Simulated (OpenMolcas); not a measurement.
# Ionisation energies of selenium

```json
{
  "Program": "OpenMolcas",
  "Basis": "ANO-RCC-VQZP [7s6p4d2f1g]",
  "Scalar Hamiltonian": "DKH2, point nucleus",
  "Spin-orbit coupling": "RASSI with atomic mean-field integrals over the reference wave functions, term energies averaged over their components"
}
```

Active shells in each charge state: the valence s, p shells, with orbitals averaged over the low states. Where CASPT2's correlated closed shells are named, they are those of the first ion.

A. CASSCF
B. SS-CASPT2, IPEA 0.25 Eh, imaginary shift 0.1 Eh (closed shells correlated: 3s 3p 3d)

Energies in eV between the lowest computed levels (charge -1 gives the electron affinity), named as in B; reference values from the NIST Atomic Spectra Database with their kind.

| From | To | A | B | Spin-orbit share in B | Reference |
| --- | --- | --- | --- | --- | --- |
| Se- 4s2 4p5 2P* 3/2 | Se 4s2 4p4 3P2 | 0.922 | 1.894 | -0.037 |  |
| Se 4s2 4p4 3P2 | Se+ 4s2 4p3 4S* 3/2 | 8.475 | 9.520 | +0.104 | 9.752 (measured) |
| Se+ 4s2 4p3 4S* 3/2 | Se2+ 4s2 4p2 3P0 | 20.318 | 21.127 | -0.308 | 21.196 (measured) |
| Se2+ 4s2 4p2 3P0 | Se3+ 4s2 4p 2P* 1/2 | 30.655 | 31.507 | +0.005 | 31.697 (measured) |
| Se3+ 4s2 4p 2P* 1/2 | Se4+ 4s2 1S0 | 41.698 | 42.676 | +0.325 | 42.947 (measured) |
| Se4+ 4s2 1S0 | Se5+ 4s 2S 1/2 | 66.698 | 67.132 | +0.000 | 68.300 (semi-empirical) |
| Se5+ 4s 2S 1/2 | Se6+ 3d10 1S0 | 80.728 | 81.174 | +0.000 | 81.830 (measured) |

Error against the reference values, in %:

```csv
From,Reference,A,B
Se,measured,-13.1,-2.4
Se+,measured,-4.1,-0.3
Se2+,measured,-3.3,-0.6
Se3+,measured,-2.9,-0.6
Se4+,semi-empirical,-2.3,-1.7
Se5+,measured,-1.3,-0.8
```

Mean absolute error over the 5 measured values: A 1.11 eV, B 0.28 eV. B lies closest.

No diffuse functions were added, so the electron affinity comes out too small, and without dynamic correlation a bound anion can come out unbound.

* marks odd parity.
